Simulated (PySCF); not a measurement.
# SbCl and its ions

r²SCAN; PySCF, scalar-relativistic core potentials, basis sets Sb def2-TZVPPD with ECP28, Cl def2-TZVPPD. Neutral (UKS): triplet (π ↑↑), Re = 2.345 Å, ωe = 370 cm⁻¹, De = 3.27 eV, HOMO -5.67 eV, LUMO -3.42 eV.

SbCl⁺ (UKS): doublet (π ↑), Re = 2.243 Å, ωe = 446 cm⁻¹, De = 3.80 eV to Sb⁺ + Cl. The energies at the minima are -700.54786 hartree for SbCl and -700.23047 for SbCl⁺.

Question: Work out the adiabatic ionisation energy, without and with harmonic zero-point energies (1 hartree = 27.2114 eV, 1 eV = 8065.5 cm⁻¹), and the change of the bond length.

Answer: At r²SCAN: 0.31739 hartree = 8.637 eV between the minima; the zero-point term (446.0 − 370.0)/2 cm⁻¹ = +0.005 eV makes it 8.641 eV. Re changes by -10.2 pm against the neutral. The electron leaves a π orbital, and the shorter bond of the ion fits an antibonding orbital, or a change in how ionic the bond is.

SbCl⁻ (UKS): doublet (π ↑), Re = 2.483 Å, ωe = 283 cm⁻¹, De = 0.87 eV to Sb + Cl⁻. The energies at the minima are -700.54786 hartree for SbCl and -700.59249 for SbCl⁻.

Question: Work out the adiabatic electron affinity, without and with harmonic zero-point energies (1 hartree = 27.2114 eV, 1 eV = 8065.5 cm⁻¹), and the change of the bond length.

Answer: At r²SCAN: 0.04463 hartree = 1.214 eV between the minima; the zero-point term (370.0 − 283.0)/2 cm⁻¹ = +0.005 eV makes it 1.220 eV. Re changes by +13.8 pm against the neutral. The electron enters a π orbital, and the longer bond of the ion fits an antibonding orbital, or a change in how ionic the bond is.

These are scalar-relativistic numbers at best; spin–orbit coupling would shift them, the dissociation energy most. For an ion De counts to the pair picked by the measured ionisation energies or electron affinities, which need not be the lowest pair at this level. The highest Kohn–Sham level is positive in this anion. Much of that is self-interaction error, but it also means that the finite basis helps to hold the extra electron. States were picked by a PBE0 search and need not be the measured ground states.
